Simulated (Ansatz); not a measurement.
Cost and result for the atomization energy of CH$_{6}$N$_{2}$Si (`N/C=N/[SiH3]`) (10 atoms, 9 bonds).

Z-matrix (Å, degrees):
```
Si
N 1 1.715
H 1 1.487 2 110.0
H 1 1.499 2 112.1 3 -120.6
H 1 1.487 2 110.0 3 118.9
C 2 1.268 1 124.4 3 120.4
N 6 1.349 2 123.3 1 -180.0
H 6 1.102 2 124.3 1 0.0
H 7 1.002 6 121.4 2 -179.7
H 7 1.006 6 119.0 2 -0.3
```

Charge 0, multiplicity 1. Geometry: relaxed with PBE0-D4/def2-TZVP. It is one conformer, not always the lowest. Program: Ansatz. All runs use 2 threads of an Intel Xeon 6975P-C on a shared host. Times are those of one run each, without the atoms' runs, and a repeat can differ threefold. Electronic energies, without spin–orbit coupling; frozen cores. CCSD(T)/CBS adds CCSD(T) − MP2 in def2-TZVPP to the MP2 limit, and its time is that of the two runs behind it. T1 = 0.014.

CCSD(T)/CBS is a level of theory with its own doubt, some kJ/mol a heavy atom from the limit and from the frozen cores, so smaller differences don't rank the functionals.

| level | functions | wall time | atomization (kJ/mol) | difference from CCSD(T)/CBS | per bond |
| --- | --- | --- | --- | --- | --- |
| LDA (SPW92)/def2-TZVPP | 219 | 0.8 s | 4068.6 | 533.2 | 59.2 |
| revPBE-D4/def2-TZVPP | 219 | 1.3 s | 3536.9 | 1.5 | 0.2 |
| BLYP-D4/def2-TZVPP | 219 | 1.4 s | 3580.8 | 45.4 | 5.0 |
| PBE0-D4/def2-TZVPP | 219 | 1.9 s | 3541.8 | 6.4 | 0.7 |
| CCSD(T)/def2-SVP | 90 | 1.9 s | 3290.2 | -245.2 | -27.2 |
| r2SCAN-D4/def2-TZVPP (with forces) | 219 | 2.6 s | 3533.9 | -1.5 | -0.2 |
| B2PLYP/def2-TZVPP | 219 | 3.3 s | 3516.3 | -19.1 | -2.1 |
| PBE-QIDH/def2-TZVPP | 219 | 3.4 s | 3493.9 | -41.5 | -4.6 |
| B97M-V/def2-TZVPP | 219 | 4.2 s | 3551.5 | 16.1 | 1.8 |
| ωB97X-V/def2-TZVPP | 219 | 4.6 s | 3567.7 | 32.3 | 3.6 |
| MP2/def2-QZVPP | 421 | 14 s | 3529.4 | -6.0 | -0.7 |
| CCSD(T)/def2-TZVPP | 219 | 29 s | 3423.4 | -112.0 | -12.4 |
| CCSD(T)/CBS(def2) | – | 43 s | 3535.4 | 0.0 | 0.0 |

Leaving LDA and LC-ωPBE aside and taking each functional with its dispersion term where it has one, the values, not all of them listed here, spread over 174.2 kJ/mol, from BHLYP-D4 to PBE-D4. LDA lies +461.7 kJ/mol from PBE without D4, its usual overbinding. From BLYP to BHLYP (50 % exact exchange), in def2-TZVPP and without D4, the atomization energy moves by −113.2 kJ/mol: exact exchange takes away binding that semilocal exchange gives to molecules. In def2-TZVPP, CCSD(T) changes the Hartree–Fock value by +975.8 kJ/mol (the triples alone add +57.3 kJ/mol) and MP2 by +1014.7 kJ/mol; breaking electron pairs costs correlation energy, which Hartree–Fock lacks.
